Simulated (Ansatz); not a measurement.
Geometry optimisation of the cluster K₅⁺.

```yaml
crystal:
  periodic: [false, false, false]
  atoms:
    - {symbol: K, position_ang: [3.166140, 1.756990, -2.052580]}
    - {symbol: K, position_ang: [-2.810110, 0.600280, 2.216480]}
    - {symbol: K, position_ang: [0.587590, 0.311800, -4.086440]}
    - {symbol: K, position_ang: [0.372540, -0.511390, 0.001190]}
    - {symbol: K, position_ang: [-1.316150, -2.157670, 3.921350]}
basis:
  gaussian: {orbitals: def2-SVP}
total_charge: 1
hamiltonian: {xc: pbe}
scf: {lower_state_search: "off"}
output: {orbitals: {seedname: orbitals}}
relax: {f_tol: 0.02, max_steps: 100}
```

```sh
$ ansatz run in.yaml --threads 4 --pin off --events-out ev --progress --plain --max-ram 4787MiB
```

It prints (some lines left out):

```
Functional definition: PBE
mean field -81579.88109580 eV, -2998.0053334413 hartree, gradient 6.1e-6 eV, S^2 0.000000; 0 other end points of the search recorded, 0 dependent functions left out
relax step   1: F+E_penalty+E_count = -81579.88109580 eV  Δ(F+E_penalty+E_count) = +0.000e0 eV  max|allowed force component| = 3.993e-1 eV/Å  Δτ_max = 0.0000 Å  (15 SCF iters, accepted)
mean field -81579.96508069 eV, -2998.0084198290 hartree, gradient 2.1e-6 eV, S^2 0.000000; 0 other end points of the search recorded, 0 dependent functions left out
relax step   2: F+E_penalty+E_count = -81579.96508069 eV  Δ(F+E_penalty+E_count) = -8.398e-2 eV  max|allowed force component| = 3.357e-1 eV/Å  Δτ_max = 0.0555 Å  (17 SCF iters, accepted)
mean field -81580.15087971 eV, -2998.0152478170 hartree, gradient 2.1e-6 eV, S^2 0.000000; 0 other end points of the search recorded, 0 dependent functions left out
relax step   3: F+E_penalty+E_count = -81580.15087971 eV  Δ(F+E_penalty+E_count) = -1.858e-1 eV  max|allowed force component| = 1.393e-1 eV/Å  Δτ_max = 0.1906 Å  (18 SCF iters, accepted)
mean field -81580.20095659 eV, -2998.0170881083 hartree, gradient 2.1e-6 eV, S^2 0.000000; 0 other end points of the search recorded, 0 dependent functions left out
relax step   4: F+E_penalty+E_count = -81580.20095659 eV  Δ(F+E_penalty+E_count) = -5.008e-2 eV  max|allowed force component| = 1.447e-2 eV/Å  Δτ_max = 0.2000 Å  (17 SCF iters, accepted)
mean field -81580.20174163 eV, -2998.0171169580 hartree, gradient 1.6e-6 eV, S^2 0.000000; 0 other end points of the search recorded, 0 dependent functions left out
relax step   5: F+E_penalty+E_count = -81580.20174163 eV  Δ(F+E_penalty+E_count) = -7.850e-4 eV  max|allowed force component| = 8.521e-3 eV/Å  Δτ_max = 0.0240 Å  (18 SCF iters, accepted)
mean field -81580.20232011 eV, -2998.0171382170 hartree, gradient 1.6e-6 eV, S^2 0.000000; 0 other end points of the search recorded, 0 dependent functions left out
relax step   6: F+E_penalty+E_count = -81580.20232011 eV  Δ(F+E_penalty+E_count) = -5.785e-4 eV  max|allowed force component| = 6.492e-3 eV/Å  Δτ_max = 0.0426 Å  (18 SCF iters, accepted)
mean field -81580.20252790 eV, -2998.0171458529 hartree, gradient 1.6e-6 eV, S^2 0.000000; 0 other end points of the search recorded, 0 dependent functions left out
relax step   7: F+E_penalty+E_count = -81580.20252790 eV  Δ(F+E_penalty+E_count) = -2.078e-4 eV  max|allowed force component| = 7.102e-3 eV/Å  Δτ_max = 0.0186 Å  (18 SCF iters, accepted)
Total energy: -81580.20262347 eV, -2998.0171493652 hartree
Atom 0 at     3.496569     1.966436    -2.059631 Å, force     0.000844    -0.001165     0.001694 eV/Å
Atom 1 at    -3.173718     0.890804     2.315197 Å, force    -0.000398    -0.000147     0.002376 eV/Å
Atom 2 at     0.478357     0.202373    -4.388575 Å, force     0.000244    -0.004058     0.000360 eV/Å
Atom 3 at     0.407844    -0.647313     0.095022 Å, force    -0.002029     0.007102    -0.001503 eV/Å
Atom 4 at    -1.209042    -2.412291     4.037987 Å, force     0.001338    -0.001732    -0.002926 eV/Å
Dipole moment:    -0.047691     0.099622    -0.005724 e Å
Checks for a lower state left out: stability, starts, cluster_reference, orbital_swaps, neighbouring_geometries, increment
```

Hardware: 4 threads of Arm Neoverse V1 on a shared host. Wall time 12 s.

The restricted singlet is unstable towards broken spin symmetry in Hartree–Fock (as tested in another run); at PBE/def2-SVP this wasn't settled. The structure comes from a short search, and lower isomers may exist.
